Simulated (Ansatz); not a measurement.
## Pulling the pair apart

The pair of H$_{3}$O⁺ (SMILES [OH3+], atoms 1–4) and CH$_{3}$I (SMILES CI, atoms 5–9), both closed shells, in one local arrangement (a lower one may exist), relaxed at PBE0-D4/def2-TZVP:

```json
{"atom": "O1", "x (Å)": "-0.0244", "y (Å)": "-0.2041", "z (Å)": "-2.1647"}
{"atom": "H2", "x (Å)": "-0.0029", "y (Å)": "0.3775", "z (Å)": "-1.2414"}
{"atom": "H3", "x (Å)": "0.7748", "y (Å)": "-0.0830", "z (Å)": "-2.7049"}
{"atom": "H4", "x (Å)": "-0.8244", "y (Å)": "-0.0428", "z (Å)": "-2.6932"}
{"atom": "C5", "x (Å)": "0.0125", "y (Å)": "-0.2024", "z (Å)": "1.9079"}
{"atom": "I6", "x (Å)": "0.0370", "y (Å)": "1.4526", "z (Å)": "0.5492"}
{"atom": "H7", "x (Å)": "0.0166", "y (Å)": "0.2470", "z (Å)": "2.8967"}
{"atom": "H8", "x (Å)": "-0.8994", "y (Å)": "-0.7605", "z (Å)": "1.7237"}
{"atom": "H9", "x (Å)": "0.9100", "y (Å)": "-0.7845", "z (Å)": "1.7269"}
```

CH$_{3}$I is shifted rigidly along the line between the mean atom positions of the two fragments (negative: closer). Counterpoise interaction energies in kcal/mol. Program: Ansatz 0.2.0. Basis: def2-TZVPPD. Cores are frozen in the correlated methods. Filled d shells of the heavier atoms are correlated. Core potentials replace the inner electrons of the atoms past krypton. The def2 sets are not built for correlating such inner shells, so the correlated values are less sure here.

| shift (Å) | HF | r2SCAN-D4 | PBE0-D4 |
| --- | --- | --- | --- |
| -0.21 | -18.82 | -29.63 | -29.45 |
| -0.10 | -21.37 | -31.28 | -31.09 |
| 0.00 | -22.67 | -31.75 | -31.57 |
| 0.10 | -23.07 | -31.37 | -31.18 |
| 0.25 | -22.59 | -29.86 | -29.69 |
| 0.52 | -19.97 | -25.57 | -25.42 |
| 1.04 | -13.76 | -16.91 | -16.77 |
| 2.09 | -6.22 | -6.83 | -6.71 |

Question: What does CCSD(T) give at these shifts? (To be estimated.)

Answer: The calculation gives: -24.52, -26.40, -27.11, -26.96, -25.78, -22.09, -14.48, -5.95 kcal/mol. For zero shift, CCSD(T) at an estimated basis limit (MP2 extrapolated from triple and quadruple zeta, plus CCSD(T) − MP2 in triple zeta) gives -28.22 kcal/mol. These are counterpoise interaction energies, counted from the two frozen fragments.

T1 diagnostic: at most 0.009.

For scale, one of the runs: CCSD(T)/def2-TZVPPD, 238 basis functions, launched by `ansatz run in.yaml --threads 4 --pin off --events-out ev --progress --plain --max-ram 9574MiB`. The run took 110 s on 4 CPU threads of an Intel Xeon Platinum 8259CL (shared host), with 5 GiB of host memory at its peak.
